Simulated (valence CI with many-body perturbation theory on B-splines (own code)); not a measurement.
## Fe21+: electric-dipole lines

Computed by configuration interaction combined with many-body perturbation theory (CI+MBPT): three valence electrons over a frozen Dirac-Fock core [He], a basis of 11 s, 11 p, 9 d, 7 f, 5 g, 2 h, 1 i functions for each j, with the one-electron correlation potential Σ1 (screened to all orders), the two-electron term Σ2, the three-electron term Σ3, Breit, model QED; selected single and double excitations, second order for the rest (own B-spline code, finite nucleus).

No measured spectrum was set against this ion. As an estimate, levels of excited configurations hold to 0.05 to 0.15 % of their energy, terms of the ground configuration to about 0.5 %.

Lines 1 to 50 of 248 in falling wavelength, among levels below 1173.5 eV, chosen from the strongest by gf and those to the six lowest levels. Wavelengths and rates use the calculated energies, so an error of 700 cm⁻¹ moves a line at 69.59 nm by 0.49 % and its rate by three times that or more. Electric multipoles are in the length gauge, E1 and E2 with the static RPA response of the core. Weak lines are less certain than strong ones. Lines between different terms over intervals too small for the method are left out, as are lines whose strength nearly cancels. The highest levels of a list are the least certain.

Names give the largest LS component (configuration and term), which can be under half, so a name can repeat, a term be missing and a line seem to break the LS rules; names also repeat where a configuration has a term twice. Letters in brackets count levels of one name in rising energy.

| λ vac (nm) | Upper | Lower | A (s⁻¹) | S (a.u.) with core polarisation | S without |
| --- | --- | --- | --- | --- | --- |
| 69.59 | 2s 2p 3d 4F°_9/2 | 2s 2p 3p 4D_7/2 | 4.54e+08 | 7.55e-01 | 7.55e-01 |
| 67.78 | 2s 2p 3d 4D°_7/2 | 2s 2p 3p 4P_5/2 | 2.70e+08 | 3.32e-01 | 3.32e-01 |
| 66.60 | 2s 2p 3d 4F°_7/2 | 2s 2p 3p 4D_5/2 | 4.95e+08 | 5.78e-01 | 5.78e-01 |
| 66.24 | 2p2 3p 4P°_5/2 | 2p2 3s 4P_5/2 | 4.16e+08 | 3.58e-01 | 3.58e-01 |
| 64.73 | 2s 2p 3p 4D_3/2 | 2s 2p 3s 4P°_3/2 | 3.85e+08 | 2.06e-01 | 2.06e-01 |
| 64.39 | 2s 2p 3d 2F°_7/2 [b] | 2s 2p 3p 2D_5/2 [b] | 4.92e+08 | 5.18e-01 | 5.18e-01 |
| 59.48 | 2p2 3p 4D°_3/2 | 2p2 3s 4P_1/2 [b] | 5.72e+08 | 2.38e-01 | 2.38e-01 |
| 58.88 | 2s 2p 3d 4F°_5/2 | 2s 2p 3p 4D_3/2 | 5.15e+08 | 3.11e-01 | 3.11e-01 |
| 58.53 | 2s 2p 3d 2D°_5/2 [b] | 2s 2p 3p 2P_3/2 [b] | 4.92e+08 | 2.92e-01 | 2.92e-01 |
| 57.96 | 2s 2p 3d 4P°_5/2 | 2s 2p 3p 2P_3/2 [a] | 5.23e+08 | 3.02e-01 | 3.02e-01 |
| 57.48 | 2s 2p 3p 2D_3/2 [a] | 2s 2p 3s 2P°_1/2 [a] | 4.99e+08 | 1.87e-01 | 1.87e-01 |
| 57.44 | 2s2 3d 2D_5/2 | 2s2 3p 2P°_3/2 | 7.19e+08 | 4.04e-01 | 4.04e-01 |
| 56.76 | 2p2 3p 4D°_7/2 | 2p2 3s 4P_5/2 | 1.19e+09 | 8.57e-01 | 8.58e-01 |
| 56.69 | 2p2 3p 4D°_5/2 | 2p2 3s 4P_3/2 | 1.03e+09 | 5.55e-01 | 5.56e-01 |
| 56.58 | 2s 2p 3d 2F°_5/2 [b] | 2s 2p 3p 2D_3/2 [b] | 5.15e+08 | 2.76e-01 | 2.76e-01 |
| 56.35 | 2p2 3d 4F_3/2 | 2p2 3p 4D°_1/2 | 6.22e+08 | 2.20e-01 | 2.20e-01 |
| 56.31 | 2s 2p 3d 4F°_3/2 | 2s 2p 3p 4D_1/2 | 6.10e+08 | 2.15e-01 | 2.15e-01 |
| 55.61 | 2s 2p 3p 2D_3/2 [b] | 2s 2p 3s 2P°_3/2 [b] | 5.97e+08 | 2.03e-01 | 2.03e-01 |
| 55.39 | 2s 2p 3d 2D°_5/2 [a] | 2s 2p 3p 2D_3/2 [a] | 6.37e+08 | 3.20e-01 | 3.20e-01 |
| 52.08 | 2s 2p 3d 2F°_5/2 [a] | 2s 2p 3p 4S_3/2 | 4.62e+08 | 1.93e-01 | 1.93e-01 |
| 51.48 | 2s 2p 3p 2D_5/2 [a] | 2s 2p 3s 2P°_3/2 [a] | 1.03e+09 | 4.15e-01 | 4.15e-01 |
| 50.81 | 2s 2p 3p 4D_7/2 | 2s 2p 3s 4P°_5/2 | 1.42e+09 | 7.36e-01 | 7.36e-01 |
| 50.67 | 2s2 3d 2D_3/2 | 2s2 3p 2P°_1/2 | 8.53e+08 | 2.19e-01 | 2.19e-01 |
| 50.20 | 2s 2p 3p 2D_5/2 [b] | 2s 2p 3s 2P°_3/2 [b] | 1.06e+09 | 3.96e-01 | 3.96e-01 |
| 49.75 | 2s 2p 3d 2F°_7/2 [a] | 2s 2p 3p 2D_5/2 [a] | 1.06e+09 | 5.17e-01 | 5.17e-01 |
| 48.84 | 2s 2p 3p 4D_5/2 | 2s 2p 3s 4P°_3/2 | 1.48e+09 | 5.11e-01 | 5.12e-01 |
| 47.83 | 2s 2p 3d 2D°_3/2 [a] | 2s 2p 3p 2P_1/2 [a] | 8.08e+08 | 1.75e-01 | 1.75e-01 |
| 47.26 | 2s 2p 3p 2P_3/2 [b] | 2s 2p 3s 2P°_1/2 [b] | 8.13e+08 | 1.69e-01 | 1.69e-01 |
| 46.97 | 2s2 3p 2P°_3/2 | 2s2 3s 2S_1/2 | 1.61e+09 | 3.29e-01 | 3.29e-01 |
| 45.79 | 2p2 3p 4S°_3/2 | 2p2 3s 4P_5/2 | 1.19e+09 | 2.26e-01 | 2.26e-01 |
| 45.13 | 2s 2p 3p 4P_5/2 | 2s 2p 3s 4P°_5/2 | 1.52e+09 | 4.14e-01 | 4.14e-01 |
| 44.99 | 2s 2p 3p 2P_3/2 [a] | 2s 2p 3s 4P°_1/2 | 1.29e+09 | 2.33e-01 | 2.33e-01 |
| 44.81 | 2s 2p 3p 4S_3/2 | 2s 2p 3s 4P°_5/2 | 1.20e+09 | 2.13e-01 | 2.13e-01 |
| 44.62 | 2s 2p 3p 2S_1/2 | 2s 2p 3s 2P°_3/2 [a] | 1.80e+09 | 1.58e-01 | 1.58e-01 |
| 43.81 | 2s 2p 3p 4P_1/2 | 2s 2p 3s 4P°_3/2 | 2.08e+09 | 1.73e-01 | 1.73e-01 |
| 23.06 | 2p3 2D°_5/2 | 2s 2p2 2P_3/2 | 3.12e+09 | 1.13e-01 | 1.14e-01 |
| 20.31 | 2p2 3s 2D_5/2 | 2s 2p 3s 2P°_3/2 [b] | 6.73e+09 | 1.67e-01 | 1.67e-01 |
| 18.45 | 2p3 2D°_3/2 | 2s 2p2 2P_1/2 | 6.23e+09 | 7.72e-02 | 7.75e-02 |
| 17.30 | 2p2 3p 4P°_5/2 | 2s 2p 3p 4P_5/2 | 4.61e+09 | 7.08e-02 | 7.10e-02 |
| 16.52 | 2p2 3p 4D°_3/2 | 2s 2p 3p 4D_5/2 | 6.14e+09 | 5.47e-02 | 5.49e-02 |
| 15.93 | 2p2 3p 4D°_7/2 | 2s 2p 3p 4D_7/2 | 8.27e+09 | 1.32e-01 | 1.32e-01 |
| 15.92 | 2p2 3s 2P_3/2 | 2s 2p 3s 2P°_3/2 [a] | 9.10e+09 | 7.25e-02 | 7.27e-02 |
| 15.74 | 2p3 2P°_3/2 | 2s 2p2 2P_3/2 | 1.85e+10 | 1.42e-01 | 1.43e-01 |
| 15.60 | 2s 2p2 2D_5/2 | 2s2 2p 2P°_3/2 | 5.88e+09 | 6.61e-02 | 6.63e-02 |
| 15.42 | 2p2 3s 4P_5/2 | 2s 2p 3s 4P°_5/2 | 8.76e+09 | 9.51e-02 | 9.55e-02 |
| 15.16 | 2p3 2D°_3/2 | 2s 2p2 2D_3/2 | 7.15e+09 | 4.92e-02 | 4.94e-02 |
| 14.99 | 2p3 2D°_5/2 | 2s 2p2 2D_5/2 | 1.21e+10 | 1.21e-01 | 1.21e-01 |
| 14.72 | 2p2 3s 2P_1/2 | 2s 2p 3s 2P°_1/2 [a] | 1.54e+10 | 4.86e-02 | 4.87e-02 |
| 14.50 | 2p3 2D°_5/2 | 2s 2p2 2D_3/2 | 3.35e+09 | 3.02e-02 | 3.03e-02 |
| 14.22 | 2p2 3p 4D°_7/2 | 2s 2p 3p 4D_5/2 | 4.75e+09 | 5.39e-02 | 5.41e-02 |
